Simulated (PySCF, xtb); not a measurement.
ethylene carbonate (C3H4O3), SMILES O=C1OCCO1.

Coordinates come from a B3LYP-D3(BJ)/def2-SVP optimisation. The geometry has at least one imaginary mode, so it is a saddle point at that level. Other conformers were not sampled.

Calculation: IEF-PCM-B3LYP/def2-SVP (PySCF).

The values are the electrostatic part of the solvation free energy, E(continuum) − E(gas) at the gas-phase geometry, in a cavity of scaled van der Waals radii (PySCF's table); cavitation and dispersion terms are not included. In vacuum the orbital gap is 9.10 eV. The dipole moment in vacuum is 5.28 D.

Computed values in water (ε = 78.36), benzene (ε = 2.27), cyclohexanone (ε = 15.62):
```json
[
 {"solvent": "water", "ε": "78.36", "ΔG(elec) (kcal/mol)": "-9.0", "dipole (D)": "6.58", "gap (eV)": "9.10"},
 {"solvent": "benzene", "ε": "2.27", "ΔG(elec) (kcal/mol)": "-4.0", "dipole (D)": "5.87", "gap (eV)": "9.26"},
 {"solvent": "cyclohexanone", "ε": "15.62", "ΔG(elec) (kcal/mol)": "-8.3", "dipole (D)": "6.48", "gap (eV)": "9.13"}
]
```

For comparison, GFN2-xTB/ALPB(water) (xtb, at the GFN2-xTB geometry, all terms of that model) gives -5.7 kcal/mol.
